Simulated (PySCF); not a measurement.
Can point charges reproduce the dipole moment of `CCc1pcpc(Cl)p1`?

Coordinates (GFN2-xTB, Å) and charges (e) from the PBE0/pcSseg-1 density (PySCF):

```tsv
atom	x	y	z	Mulliken	IAO	Hirshfeld	ESP-fitted
C1	-2.300	0.358	0.548	-0.2616	-0.4101	-0.1166	-0.2340
C2	-1.540	0.077	-0.748	-0.1908	-0.2499	-0.0760	+0.0380
C3	-0.066	-0.088	-0.453	-0.7078	-0.4329	-0.0958	+0.1488
P4	0.403	-1.728	-0.099	+0.5211	+0.4181	+0.1218	-0.2244
C5	2.087	-1.680	0.289	-0.6867	-0.6309	-0.1682	+0.0403
P6	3.300	-0.454	0.401	+0.5757	+0.4527	+0.1139	-0.1638
C7	2.438	1.000	-0.011	-0.6592	-0.4760	-0.1042	+0.1907
Cl8	3.464	2.418	0.034	-0.0314	-0.0092	-0.0361	-0.0785
P9	0.811	1.416	-0.467	+0.6082	+0.4281	+0.1169	-0.1792
H10	-2.163	-0.465	1.248	+0.1205	+0.1435	+0.0358	+0.0820
H11	-3.363	0.476	0.351	+0.1252	+0.1467	+0.0467	+0.0670
H12	-1.926	1.270	1.011	+0.1213	+0.1431	+0.0356	+0.0824
H13	-1.935	-0.833	-1.206	+0.1391	+0.1467	+0.0405	+0.0415
H14	-1.695	0.908	-1.442	+0.1388	+0.1457	+0.0405	+0.0442
H15	2.480	-2.668	0.523	+0.1877	+0.1844	+0.0446	+0.1451
```

Question: Form Σ q r in debye for every column and set it beside the full dipole.

Answer: The full density gives (-1.79, -1.07, -0.01) D, 2.09 D in size; dipole vectors point from the negative to the positive end.

| scheme | μx | μy | μz | size (D) | share of the full size (%) | angle to the full dipole (°) |
| --- | --- | --- | --- | --- | --- | --- |
| Mulliken | -2.68 | -1.26 | 0.33 | 2.98 | 143 | 9 |
| IAO | -1.42 | -0.89 | 0.03 | 1.68 | 80 | 2 |
| Hirshfeld | -0.76 | -0.53 | -0.10 | 0.93 | 45 | 7 |
| ESP-fitted | -1.85 | -1.13 | -0.03 | 2.17 | 104 | 1 |

Question: Which set comes closest?

Answer: Length of the difference vector: ESP-fitted 0.09 D, IAO 0.42 D, Mulliken 0.97 D, Hirshfeld 1.17 D. Closest: ESP-fitted. The schemes that divide the density aren't constrained to reproduce the dipole.

Question: What is left for the Hirshfeld atoms' own dipoles?

Answer: The shares of the density sum to the whole, so what Σ q r misses lies in dipoles about the nuclei. The atomic dipoles sum to (-1.79, -1.07, -0.01) − (-0.76, -0.53, -0.10) = (-1.03, -0.54, 0.09) D, 1.17 D in size.

Question: With the origin at the mean of the coordinates, (0.000, 0.001, -0.001) Å, which are the largest single terms, by size, of the Mulliken dipole along the direction of the full one?

Answer: C7 +8.25, P6 -7.20, P9 -4.14, C5 +3.08, C1 -2.25 D; all 15 atoms together +2.95 D. The single terms depend on the origin, their sum doesn't.

Question: Give the size of the full dipole in other units.

Answer: 2.09 D = 0.822 au = 0.435 e·Å = 6.97 × 10⁻³⁰ C·m.

One conformer (not necessarily the lowest) at the GFN2-xTB geometry, without solvent, vibrations or thermal averaging.

Conformer computed: `[CH3:1][CH2:2][c:3]1[p:4][cH:5][p:6][c:7]([Cl:8])[p:9]1`: C1–C2–C3–P4 90°.
